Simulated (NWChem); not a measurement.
Everything below was run with NWChem. System: H2Be, charge 0, spin multiplicity 1, at a geometry optimised with PBE0/def2-SVP. The structure started from a generated list of species. Level: RHF/def2-TZVP.

Part of the output:

```
             Northwest Computational Chemistry Package (NWChem) 7.3.0
             --------------------------------------------------------

                                NWChem Input Module
                                -------------------

 Scaling coordinates for geometry "geometry" by  1.889725989
 (inverse scale =  0.529177249)

 Turning off AUTOSYM since
 SYMMETRY directive was detected!

                             Geometry "geometry" -> ""
                             -------------------------

 Output coordinates in angstroms (scale by  1.889725989 to convert to a.u.)

  No.       Tag          Charge          X              Y              Z
 ---- ---------------- ---------- -------------- -------------- --------------
    1 Be                   4.0000     0.00000000     0.00000000     0.00000000
    2 H                    1.0000     0.00000000     0.00000000     1.33899100
    3 H                    1.0000     0.00000000     0.00000000    -1.33899100

 Effective nuclear repulsion energy (a.u.)       3.3592508213

            Nuclear Dipole moment (a.u.)
            ----------------------------
        X                 Y               Z
 ---------------- ---------------- ----------------
     0.0000000000     0.0000000000     0.0000000000

      Symmetry information
      --------------------

 Group name             D2h
 Group number             26
 Group order               8
 No. of unique centers     2

      Symmetry unique atoms

     1    2


 Summary of "ao basis" -> "" (spherical)
 ------------------------------------------------------------------------------
       Tag                 Description            Shells   Functions and Types
 ---------------- ------------------------------  ------  ---------------------
 *                         def2-tzvp                  on all atoms

 Summary of "ao basis" -> "ao basis" (spherical)
 ------------------------------------------------------------------------------
       Tag                 Description            Shells   Functions and Types
 ---------------- ------------------------------  ------  ---------------------
 Be                        def2-tzvp                 9       19   5s3p1d
 H                         def2-tzvp                 4        6   3s1p

                                 NWChem SCF Module
                                 -----------------

  ao basis        = "ao basis"
  functions       =    31
  atoms           =     3
[...]
        Time for solution =      0.0s

       Symmetry analysis of molecular orbitals - final
       -----------------------------------------------

  Numbering of irreducible representations:

     1 ag          2 au          3 b1g         4 b1u         5 b2g
     6 b2u         7 b3g         8 b3u

  Orbital symmetries:

     1 ag          2 ag          3 b1u         4 b3u         5 b2u
     6 ag          7 b1u         8 ag          9 b3u        10 b2u
    11 ag         12 b1u        13 b3g

             Final eigenvalues
             -----------------

              1
    1   -4.6827
    2   -0.4887
    3   -0.4470
    4    0.0695
    5    0.0695
    6    0.0736
    7    0.1763
    8    0.1859
    9    0.3621
   10    0.3621
   11    0.4427
   12    0.4577
   13    0.4759

                       ROHF Final Molecular Orbital Analysis
                       -------------------------------------

 Vector    2  Occ=2.000000D+00  E=-4.886698D-01  Symmetry=ag
              MO Center= -1.5D-18,  4.0D-18,  7.1D-16, r^2= 2.1D+00
   Bfn.  Coefficient  Atom+Function         Bfn.  Coefficient  Atom+Function
  ----- ------------  ---------------      ----- ------------  ---------------
     3      0.322718  1 Be s                  4      0.218516  1 Be s
    21      0.203473  2 H  s                 27      0.203473  3 H  s
     2     -0.166373  1 Be s

 Vector    3  Occ=2.000000D+00  E=-4.470162D-01  Symmetry=b1u
              MO Center= -2.1D-33,  3.9D-33,  4.7D-17, r^2= 2.2D+00
   Bfn.  Coefficient  Atom+Function         Bfn.  Coefficient  Atom+Function
  ----- ------------  ---------------      ----- ------------  ---------------
     8      0.399694  1 Be pz                21     -0.218246  2 H  s
    27      0.218246  3 H  s

 Vector    4  Occ=0.000000D+00  E= 6.953516D-02  Symmetry=b3u
              MO Center= -9.3D-21, -5.4D-37,  1.3D-19, r^2= 4.7D+00
   Bfn.  Coefficient  Atom+Function         Bfn.  Coefficient  Atom+Function
  ----- ------------  ---------------      ----- ------------  ---------------
    12      0.827253  1 Be px                 6     -0.246934  1 Be px

 Vector    5  Occ=0.000000D+00  E= 6.953516D-02  Symmetry=b2u
              MO Center= -1.2D-33,  3.1D-18, -3.4D-19, r^2= 4.7D+00
   Bfn.  Coefficient  Atom+Function         Bfn.  Coefficient  Atom+Function
  ----- ------------  ---------------      ----- ------------  ---------------
    13      0.827253  1 Be py                 7     -0.246934  1 Be py

 Vector    6  Occ=0.000000D+00  E= 7.361746D-02  Symmetry=ag
              MO Center=  6.6D-34, -4.5D-18,  1.5D-17, r^2= 1.2D+01
   Bfn.  Coefficient  Atom+Function         Bfn.  Coefficient  Atom+Function
  ----- ------------  ---------------      ----- ------------  ---------------
     5      2.202000  1 Be s                  4     -1.441405  1 Be s
    22     -0.315347  2 H  s                 28     -0.315347  3 H  s
     3      0.216079  1 Be s

 center of mass
 --------------
 x =   0.00000000 y =   0.00000000 z =   0.00000000

 moments of inertia (a.u.)
 ------------------
          12.905300164857           0.000000000000           0.000000000000
           0.000000000000          12.905300164857           0.000000000000
           0.000000000000           0.000000000000           0.000000000000

  Mulliken analysis of the total density
  --------------------------------------

    Atom       Charge   Shell Charges
 -----------   ------   -------------------------------------------------------
    1 Be   4     3.81   1.02  0.96  0.52  0.37  0.02  0.73  0.01  0.13  0.05
    2 H    1     1.10   0.23  0.56  0.30  0.01
    3 H    1     1.10   0.23  0.56  0.30  0.01

       Multipole analysis of the density wrt the origin
       ------------------------------------------------

     L   x y z        total         open         nuclear
     -   - - -        -----         ----         -------
     0   0 0 0     -0.000000      0.000000      6.000000

     1   1 0 0      0.000000      0.000000      0.000000
     1   0 1 0     -0.000000      0.000000      0.000000
     1   0 0 1     -0.000000      0.000000      0.000000

     2   2 0 0     -4.950251      0.000000      0.000000
     2   1 1 0     -0.000000      0.000000      0.000000
     2   1 0 1      0.000000      0.000000      0.000000
     2   0 2 0     -4.950251      0.000000      0.000000
     2   0 1 1     -0.000000      0.000000      0.000000
     2   0 0 2     -8.955559      0.000000     12.805100

 Task  times  cpu:        0.1s     wall:        0.1s

 Total times  cpu:        0.1s     wall:        0.1s
```

### Question
Write an NWChem input that would produce this output.

### Answer
One answer among several that fit: 
```
start mol
memory heap 200 mb stack 900 mb global 1100 mb
geometry units angstroms nocenter noautoz
  Be     0.000000     0.000000     0.000000
  H      0.000000     0.000000     1.338991
  H      0.000000     0.000000    -1.338991
  symmetry group D2h
end
basis spherical
  * library def2-tzvp
end
scf
  rhf
  nopen 0
  maxiter 100
  thresh 1e-7
  semidirect memsize 60000000 filesize 0
end
task scf energy
```
